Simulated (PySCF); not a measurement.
Isomers of C3H8BFO.

All values: CAM-B3LYP/def2-SVPD (PySCF) at PBE0-D3(BJ)/def2-SVP geometries, gas phase, one conformer each. Core orbitals are frozen in the response; Δα² is half the sum of the squared differences of the principal polarisabilities.

Task: Rank by HOMO energy, highest first.
A. `[CH3:1][BH:2][O:3][C@@H:4]([CH3:5])[F:6]` with C1–B2–O3–C4 -1°, B2–O3–C4–C5 175°
B. `[CH3:1][CH2:2][B:3]([F:4])[O:5][CH3:6]` with C1–C2–B3–F4 -179°, C2–B3–O5–C6 180°
C. `[BH2:1][O:2][C:3]([CH3:4])([CH3:5])[F:6]` with H–B1–O2–C3 0° and 180°, B1–O2–C3–C4 -65°

Result: A (-9.99 eV), C (-10.22 eV), B (-10.40 eV).

All values together:

```tsv
SMILES	μ (D)	HOMO (eV)	LUMO (eV)	α (Å³)	Δα (Å³)	ΔSCF removal energy (eV)
CBO[C@@H](C)F	1.71	-9.99	0.80	8.42	2.31	10.93
BO[C@@H](F)CC	2.16	-10.44	0.33	8.47	1.62	11.46
BOC(C)(C)F	2.47	-10.22	0.38	8.40	1.58	–
CCB(F)OC	0.93	-10.40	0.94	8.23	2.22	–
```

Conformers: `[CH3:1][BH:2][O:3][C@@H:4]([CH3:5])[F:6]` with C1–B2–O3–C4 -1°, B2–O3–C4–C5 175°; `[BH2:1][O:2][C@@H:3]([F:4])[CH2:5][CH3:6]` with H–B1–O2–C3 180° and 1°, B1–O2–C3–F4 111°, O2–C3–C5–C6 64°; `[BH2:1][O:2][C:3]([CH3:4])([CH3:5])[F:6]` with H–B1–O2–C3 0° and 180°, B1–O2–C3–C4 -65°; `[CH3:1][CH2:2][B:3]([F:4])[O:5][CH3:6]` with C1–C2–B3–F4 -179°, C2–B3–O5–C6 180°.

A dash marks a removal energy that wasn't run or isn't settled.
